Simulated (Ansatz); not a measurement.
`O[Si](O)(Cl)C[SiH2]Cl`, relaxed with RKS PBE0-D4/def2-TZVP in Ansatz 0.2.0 from a GFN2-xTB geometry. The force threshold is 0.005 eV/Å; the program also tests the step.

Total charge 0; spin multiplicity 1.

Start:

```xyz
13

O    -2.355   -1.120    0.332
Si   -1.085   -0.146    0.546
O    -0.409   -0.544    1.967
Cl   -1.698    1.787    0.621
C     0.076   -0.385   -0.934
Si    1.618    0.717   -0.911
Cl    2.541    0.494    0.881
H    -2.901   -1.389    1.068
H     0.446   -0.198    2.222
H    -0.470   -0.205   -1.858
H     0.375   -1.432   -0.958
H     1.292    2.133   -1.042
H     2.570    0.286   -1.933
```

Question: How much energy does the relaxation release, and in how many steps? (An estimate is asked.)

Answer: Computed: 0.10 eV, in 13 steps, 1 of them rejected.

Question: Which bonds change most? (An estimate is asked.)

Answer: Ansatz gave: Si2–C5 from 1.896 to 1.849 Å; Si6–Cl7 from 2.028 to 2.074 Å; C5–Si6 from 1.895 to 1.859 Å; Si2–Cl4 from 2.029 to 2.064 Å.

Question: Give the relaxed structure. (An estimate is asked.)

Answer: Computed: 
```xyz
13

O    -2.369   -1.102    0.275
Si   -1.030   -0.229    0.564
O    -0.375   -0.749    1.961
Cl   -1.513    1.769    0.760
C     0.097   -0.406   -0.891
Si    1.568    0.729   -0.939
Cl    2.491    0.760    0.919
H    -3.024   -1.169    0.972
H     0.425   -0.305    2.255
H    -0.483   -0.225   -1.803
H     0.441   -1.446   -0.921
H     1.179    2.121   -1.253
H     2.592    0.252   -1.898
```
